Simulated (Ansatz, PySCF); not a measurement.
Spin states of Cl3Nb (SMILES [Cl][Nb]([Cl])[Cl]), each relaxed with B3LYP-D3(BJ)/def2-TZVP.
State 1 (charge 0, multiplicity 3):
```json
[
 {"atom": "Nb", "x (Å)": "0.0710", "y (Å)": "-0.0001", "z (Å)": "-0.0382"},
 {"atom": "Cl", "x (Å)": "2.2241", "y (Å)": "-0.4189", "z (Å)": "-0.6617"},
 {"atom": "Cl", "x (Å)": "-0.9485", "y (Å)": "-0.8405", "z (Å)": "1.8430"},
 {"atom": "Cl", "x (Å)": "-1.4046", "y (Å)": "1.3266", "z (Å)": "-1.1992"}
]
```
State 2 (charge 0, multiplicity 1):
```xyz
4

Nb    -0.01442     0.01680    -0.01392
Cl     2.11702    -0.40052    -0.62715
Cl    -0.84607    -0.89978     1.87326
Cl    -1.31452     1.35057    -1.28824
```

Singlets are restricted, other states unrestricted; no spin–orbit coupling, no relativity up to Kr; see below for the cores. The largest T1 diagnostic is 0.025.

Codes used: Ansatz (an electronic-structure program); PySCF for the dispersion terms.  In def2 rows elements past Kr take small-core potentials, without spin–orbit coupling.

Task: One of these levels gives 0.354 eV for the energy of the multiplicity-1 state less that of the multiplicity-3 state. Which one is it?
A) r2SCAN-D4/def2-TZVPP
B) B3LYP-D4/def2-TZVPP
C) SVWN5/def2-TZVPP
D) BLYP-D3(BJ)/def2-TZVPP

Result: B, B3LYP-D4/def2-TZVPP. The others give 0.209 (SVWN5/def2-TZVPP), 0.262 (BLYP-D3(BJ)/def2-TZVPP), 0.572 (r2SCAN-D4/def2-TZVPP)
